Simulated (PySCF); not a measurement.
PySCF input file for chloro(silylmethyl)silane (CH7ClSi2), SMILES [SiH3]C[SiH2]Cl, TDDFT-PBE/def2-SVPD. Geometry: PBE0-D3(BJ)/def2-SVP. The values are those of a single conformer.

```python
import numpy as np
from pyscf import gto, scf, dft, tdscf

mol = gto.M(
    atom='''
    Si   -2.03223925   -0.14313298   -0.30569734
    C    -0.46662607   -1.13132701   -0.67843359
    Si    1.02865704   -0.67646251    0.34131152
    Cl    1.29589831    1.38257261    0.28520824
    H    -1.90922731    1.25009733   -0.82267619
    H    -2.26734988   -0.09861801    1.17013971
    H    -3.20994648   -0.79623869   -0.95509215
    H    -0.22495301   -1.02158953   -1.74921044
    H    -0.67252601   -2.20236497   -0.50171941
    H     0.83016175   -1.06670361    1.76590958
    H     2.27347696   -1.30601810   -0.18388806
    ''',
    basis='def2-SVPD',
    charge=0,
    spin=0,
    max_memory=1600,
    verbose=4,
)
mf = dft.RKS(mol, xc='pbe').density_fit(auxbasis='def2-universal-jkfit')
mf.grids.level = 3
mf.conv_tol = 1e-9
mf.max_cycle = 100
mf.kernel()
mf.grids = dft.Grids(mol).set(level=1).build(with_non0tab=True)  # coarser grid for the response kernel
td = tdscf.TDDFT(mf)
td.singlet = True
td.nstates = 10
td.conv_tol = 1e-4
td.positive_eig_threshold = 1e-6
td.kernel(x0=td.get_init_guess(mf, 15))
td.analyze()
tt = tdscf.TDA(mf)
tt.singlet = False
tt.nstates = 4
tt.conv_tol = 1e-4
tt.positive_eig_threshold = 1e-6
tt.kernel(x0=tt.get_init_guess(mf, 9))
tt.analyze(verbose=3)
```

Output:

```
PySCF version 2.14.0

[INPUT] verbose = 4
[INPUT] num. atoms = 11
[INPUT] num. electrons = 58
[INPUT] charge = 0
[INPUT] spin (= nelec alpha-beta = 2S) = 0
[INPUT] symmetry False subgroup None
[INPUT] Mole.unit = angstrom
[INPUT] Symbol           X                Y                Z      unit          X                Y                Z       unit  Magmom
[INPUT]  1 Si    -2.032239250000  -0.143132980000  -0.305697340000 AA   -3.840375602092  -0.270482131593  -0.577684249608 Bohr   0.0
[INPUT]  2 C     -0.466626070000  -1.131327010000  -0.678433590000 AA   -0.881795474882  -2.137898206223  -1.282053678805 Bohr   0.0
[INPUT]  3 Si     1.028657040000  -0.676462510000   0.341311520000 AA    1.943880081706  -1.278328877436   0.644985295959 Bohr   0.0
[INPUT]  4 Cl     1.295898310000   1.382572610000   0.285208240000 AA    2.448892891187   2.612683580225   0.538965462069 Bohr   0.0
[INPUT]  5 H     -1.909227310000   1.250097330000  -0.822676190000 AA   -3.607916725440   2.362341582750  -1.554632688301 Bohr   0.0
[INPUT]  6 H     -2.267349880000  -0.098618010000   1.170139710000 AA   -4.284670301765  -0.186361029850   2.211243579378 Bohr   0.0
[INPUT]  7 H     -3.209946480000  -0.796238690000  -0.955092150000 AA   -6.065919721712  -1.504673053882  -1.804862587222 Bohr   0.0
[INPUT]  8 H     -0.224953010000  -1.021589530000  -1.749210440000 AA   -0.425099579797  -1.930524423423  -3.305528665830 Bohr   0.0
[INPUT]  9 H     -0.672526010000  -2.202364970000  -0.501719410000 AA   -1.270889970547  -4.161866619636  -0.948112276278 Bohr   0.0
[INPUT] 10 H      0.830161750000  -1.066703610000   1.765909580000 AA    1.568778346590  -2.015777678985   3.337085466946 Bohr   0.0
[INPUT] 11 H      2.273476960000  -1.306018100000  -0.183888060000 AA    4.296248804909  -2.468016522725  -0.347498070978 Bohr   0.0

nuclear repulsion = 270.368723746198
number of shells = 67
number of NR pGTOs = 229
number of NR cGTOs = 151
basis = def2-SVPD
ecp = {}


[settings echo left out]
init E= -1080.5555512715
  HOMO = -0.326082342517357  LUMO = -0.056255620578189  gap/eV = 7.34236
cycle= 1 E= -1080.58909332395  delta_E= -0.0335  |g|= 0.455  |ddm|= 3.68
  HOMO = -0.221506686961388  LUMO = -0.0203781307158  gap/eV = 5.47299
cycle= 2 E= -1080.5066847266  delta_E= 0.0824  |g|= 0.692  |ddm|= 1.38
  HOMO = -0.270669779785905  LUMO = -0.03004944506751  gap/eV = 6.54761
cycle= 3 E= -1080.64317036348  delta_E= -0.136  |g|= 0.0803  |ddm|= 0.935
  HOMO = -0.274310930997864  LUMO = -0.0305706938415939  gap/eV = 6.63251
cycle= 4 E= -1080.64520866634  delta_E= -0.00204  |g|= 0.0288  |ddm|= 0.175
  HOMO = -0.274290172245069  LUMO = -0.0314653848448678  gap/eV = 6.60760
cycle= 5 E= -1080.64544787915  delta_E= -0.000239  |g|= 0.00817  |ddm|= 0.0511
  HOMO = -0.274439637500356  LUMO = -0.0312182970189272  gap/eV = 6.61839
cycle= 6 E= -1080.64547014224  delta_E= -2.23e-05  |g|= 0.00156  |ddm|= 0.0139
  HOMO = -0.274425177611575  LUMO = -0.0312602151830101  gap/eV = 6.61686
cycle= 7 E= -1080.64547095707  delta_E= -8.15e-07  |g|= 0.000347  |ddm|= 0.00294
  HOMO = -0.274380073805854  LUMO = -0.0312175520177305  gap/eV = 6.61679
cycle= 8 E= -1080.64547100286  delta_E= -4.58e-08  |g|= 5.58e-05  |ddm|= 0.000726
  HOMO = -0.274388880980181  LUMO = -0.0312270612118635  gap/eV = 6.61677
cycle= 9 E= -1080.64547100398  delta_E= -1.12e-09  |g|= 1.36e-05  |ddm|= 0.000131
  HOMO = -0.274387521793696  LUMO = -0.0312259191736723  gap/eV = 6.61676
cycle= 10 E= -1080.64547100403  delta_E= -5.41e-11  |g|= 4.49e-06  |ddm|= 3.33e-05
  HOMO = -0.27438837959793  LUMO = -0.0312263393075298  gap/eV = 6.61678
Extra cycle  E= -1080.64547100402  delta_E= 1.05e-11  |g|= 5.71e-06  |ddm|= 1.81e-05
converged SCF energy = -1080.64547100402
tot grids = 41624
Overwritten attributes  positive_eig_threshold  of <class 'pyscf.tdscf.rks.CasidaTDDFT'>


******** <class 'pyscf.tdscf.rks.CasidaTDDFT'> for <class 'pyscf.df.df_jk.DFRKS'> ********
nstates = 10 singlet
deg_eia_thresh = 1.000e-03
wfnsym = None
conv_tol = 0.0001
eigh lindep = 1e-12
eigh level_shift = 0
eigh max_cycle = 100


Excitation energies (eV)
[6.71408794 6.78126597 6.97647379 7.0237509  7.3008922  7.42617799
 7.4858204  7.56745647 7.60187474 7.63447357]

** Singlet excitation energies and oscillator strengths **
Excited State   1:      6.71409 eV    184.66 nm  f=0.0026
      29 -> 30        0.70394
Excited State   2:      6.78127 eV    182.83 nm  f=0.0079
      28 -> 30       -0.70415
Excited State   3:      6.97647 eV    177.72 nm  f=0.0025
      28 -> 31        0.55388
      29 -> 31       -0.43492
Excited State   4:      7.02375 eV    176.52 nm  f=0.0181
      28 -> 31        0.43629
      29 -> 31        0.54731
Excited State   5:      7.30089 eV    169.82 nm  f=0.0087
      27 -> 30        0.68853
      29 -> 32       -0.11817
Excited State   6:      7.42618 eV    166.96 nm  f=0.0047
      25 -> 30       -0.15952
      26 -> 30        0.68266
Excited State   7:      7.48582 eV    165.63 nm  f=0.0009
      25 -> 30        0.59804
      26 -> 30        0.12493
      29 -> 32       -0.33537
Excited State   8:      7.56746 eV    163.84 nm  f=0.0109
      25 -> 30        0.19385
      26 -> 31       -0.10105
      27 -> 31        0.51926
      28 -> 32        0.33721
      29 -> 32        0.22158
Excited State   9:      7.60187 eV    163.10 nm  f=0.0135
      27 -> 31        0.31282
      28 -> 32       -0.58936
      29 -> 32        0.13014
      29 -> 33       -0.11756
Excited State  10:      7.63447 eV    162.40 nm  f=0.0964
      25 -> 30        0.24585
      26 -> 31       -0.10471
      27 -> 30        0.10622
      27 -> 31       -0.33922
      29 -> 32        0.49717

** Transition electric dipole moments (AU) **
state          X           Y           Z        Dip. S.      Osc.
  1        -0.0489     -0.1166     -0.0033      0.0160      0.0026
  2         0.0691      0.0677     -0.1959      0.0477      0.0079
  3         0.1078      0.0504      0.0154      0.0144      0.0025
  4        -0.2388     -0.1815     -0.1227      0.1050      0.0181
  5        -0.2003     -0.0665     -0.0656      0.0488      0.0087
  6        -0.1309      0.0133      0.0933      0.0260      0.0047
  7        -0.0665     -0.0106      0.0164      0.0048      0.0009
  8        -0.1539      0.1749     -0.0656      0.0586      0.0109
  9        -0.0566      0.1963      0.1752      0.0724      0.0135
 10        -0.7119      0.0256     -0.0904      0.5156      0.0964

** Transition velocity dipole moments (imaginary part, AU) **
state          X           Y           Z        Dip. S.      Osc.
  1        -0.0158     -0.0264     -0.0016      0.0010      0.0026
  2         0.0163      0.0164     -0.0465      0.0027      0.0072
  3         0.0264      0.0131      0.0078      0.0009      0.0024
  4        -0.0640     -0.0474     -0.0290      0.0072      0.0186
  5        -0.0536     -0.0184     -0.0182      0.0035      0.0088
  6        -0.0362      0.0026      0.0252      0.0020      0.0048
  7        -0.0148     -0.0036      0.0058      0.0003      0.0006
  8        -0.0447      0.0488     -0.0202      0.0048      0.0115
  9        -0.0187      0.0560      0.0513      0.0061      0.0146
 10        -0.2056      0.0057     -0.0263      0.0430      0.1021

** Transition magnetic dipole moments (imaginary part, AU) **
state          X           Y           Z
  1        -0.3031     -0.1724      1.1138
  2         0.7591     -0.3147      0.3992
  3         0.4932      0.7292      0.2923
  4         0.1032     -0.3480      0.2677
  5         0.2840     -0.0553     -0.1803
  6        -0.1388     -0.0574      0.5270
  7        -0.2731      0.0994     -0.0398
  8        -0.3664     -0.6985      1.1654
  9         0.0777     -0.2754      0.7184
 10        -0.4756     -0.3851      0.2987
Overwritten attributes  positive_eig_threshold  of <class 'pyscf.tdscf.rks.TDA'>


******** <class 'pyscf.tdscf.rks.TDA'> for <class 'pyscf.df.df_jk.DFRKS'> ********
nstates = 4 triplet
deg_eia_thresh = 1.000e-03
wfnsym = None
conv_tol = 0.0001
eigh lindep = 1e-12
eigh level_shift = 0
eigh max_cycle = 100


Excitation energies (eV)
[6.43534116 6.47279913 6.78296991 6.86578962]

** Triplet excitation energies and oscillator strengths **
Excited State   1:      6.43534 eV    192.66 nm  f=0.0000
Excited State   2:      6.47280 eV    191.55 nm  f=0.0000
Excited State   3:      6.78297 eV    182.79 nm  f=0.0000
Excited State   4:      6.86579 eV    180.58 nm  f=0.0000
```

The run converged.

Cost: very roughly 80 core-seconds.
